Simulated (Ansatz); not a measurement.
`[F][SnH3]` + `F[SiH](F)F` → `F[Si](F)(F)[SnH3]` + H–F  (formal exchange of groups at the Sn–F bond)

Calculated with Ansatz (gas phase, PBE0-D4/def2-TZVP geometries, no zero-point term in ΔE). CCSD(T)/CBS adds triple-zeta CCSD(T) − MP2 to the extrapolated MP2 energy (def2 sets, frozen cores). This one scheme is used for every species. DFT in def2-TZVPP. HSE06 is defined as in plane-wave codes. Elements past krypton have def2 core potentials. For Sn outer-core shells are correlated without core-valence functions, which leaves a few kJ/mol of doubt a bond.

```csv
level,ΔE (kcal/mol),difference from CCSD(T)/CBS
BHLYP-D4,11.1,1.4
PBE0,8.1,-1.6
r2SCANh,10.7,1.0
r2SCAN0,10.1,0.4
HSE06,8.0,-1.7
BHLYP,13.5,3.8
HF/def2-TZVPP,16.9,7.2
CCSD/def2-TZVPP,10.3,0.6
CCSD(T)/def2-TZVPP,9.7,0.0
MP2/def2-QZVPP,10.0,0.3
CCSD(T)/CBS,9.7,0
```

Largest T1 diagnostic among the species: 0.014.

At CCSD(T), def2-SVP lies +2.2 kcal/mol from the extrapolated value and def2-TZVPP +0.0 kcal/mol. Leaving LDA and LC-ωPBE aside and taking each functional with its dispersion term where it has one, the values, not all of them listed here, spread over 6.7 kcal/mol, from HSE06-D4 to B97M-V. LDA lies −3.5 kcal/mol from PBE without D4. From r2SCAN to r2SCAN0 (25 % exact exchange), in def2-TZVPP and without D4, ΔE moves by −1.1 kcal/mol.
